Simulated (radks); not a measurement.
Question: The mean radii <r> (bohr) of the occupied orbitals of an atom or ion are listed with their occupations. Calculated with a radial shooting solver on a logarithmic mesh with Libxc functionals: non-relativistic Kohn-Sham, PBE, spin-polarised, spherical densities, point nucleus.

| orbital | occ. | <r> |
|---|---|---|
| 1s | 2 | 0.08618 |
| 2s | 2 | 0.4134 |
| 2p | 6 | 0.3734 |
| 3s | 2 | 1.190 |

Name the element and its charge. Open shells, if any, are filled with parallel spins first.

Answer: Z = 18, argon, charge +6: Ar6+ in [Ne] 3s2. The 1s radius gives Z: for a bare nucleus <r> = 1.5/Z, 0.08333 bohr for Z = 18, and screening makes it slightly larger (0.08618 here). The occupations add up to 12, and the charge is Z minus that.
